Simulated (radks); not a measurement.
Values are calculated unless marked as measured or tabulated.
Effect of the nuclear size on the terbium ion Tb3+, [Xe] 4f8. Level of theory: Dirac Kohn-Sham, BLYP, spin-unpolarised, spherical densities, finite nucleus; open shells are shared between the two j in proportion to 2j + 1; Fermi nuclear charge, rms radius 5.06 fm (a radial shooting solver on a logarithmic mesh with Libxc functionals). The rms radius is varied about that value; shifts are against it.

[
 {"rms radius (fm)": "4.2504", "total energy shift (eV)": "-6.66", "density at nucleus (e/bohr^3)": "7.193e+05", "1s1/2 shift (meV)": "-2740", "2s1/2 shift (meV)": "-356", "4p1/2 shift (meV)": "0.352", "5s1/2 shift (meV)": "-3.00", "5p1/2 shift (meV)": "0.126", "4f7/2 shift (meV)": "0.419", "6s1/2 (empty) shift (meV)": "-0.528"},
 {"rms radius (fm)": "4.5945", "total energy shift (eV)": "-3.93", "density at nucleus (e/bohr^3)": "7.047e+05", "1s1/2 shift (meV)": "-1620", "2s1/2 shift (meV)": "-210", "4p1/2 shift (meV)": "0.208", "5s1/2 shift (meV)": "-1.77", "5p1/2 shift (meV)": "0.074", "4f7/2 shift (meV)": "0.248", "6s1/2 (empty) shift (meV)": "-0.312"},
 {"rms radius (fm)": "5.06", "total energy shift (eV)": "0", "density at nucleus (e/bohr^3)": "6.87e+05", "1s1/2 shift (meV)": "0.000", "2s1/2 shift (meV)": "0.000", "4p1/2 shift (meV)": "0.000", "5s1/2 shift (meV)": "0.000", "5p1/2 shift (meV)": "0.000", "4f7/2 shift (meV)": "0.000", "6s1/2 (empty) shift (meV)": "0.000"},
 {"rms radius (fm)": "5.48", "total energy shift (eV)": "3.79", "density at nucleus (e/bohr^3)": "6.727e+05", "1s1/2 shift (meV)": "1560", "2s1/2 shift (meV)": "203", "4p1/2 shift (meV)": "-0.199", "5s1/2 shift (meV)": "1.71", "5p1/2 shift (meV)": "-0.071", "4f7/2 shift (meV)": "-0.238", "6s1/2 (empty) shift (meV)": "0.300"},
 {"rms radius (fm)": "6.1833", "total energy shift (eV)": "10.6", "density at nucleus (e/bohr^3)": "6.516e+05", "1s1/2 shift (meV)": "4370", "2s1/2 shift (meV)": "568", "4p1/2 shift (meV)": "-0.558", "5s1/2 shift (meV)": "4.79", "5p1/2 shift (meV)": "-0.200", "4f7/2 shift (meV)": "-0.668", "6s1/2 (empty) shift (meV)": "0.841"}
]

Slopes of the eigenvalues against <r^2> in GHz/fm^2, as finite differences over the two radii next to the reference (eigenvalue slopes, not the field-shift constants of lines): 1s1/2 86100, 2s1/2 11200, 4p1/2 -11.0, 5s1/2 94.3, 5p1/2 -3.94, 4f7/2 -13.2, 6s1/2 (empty) 16.6.
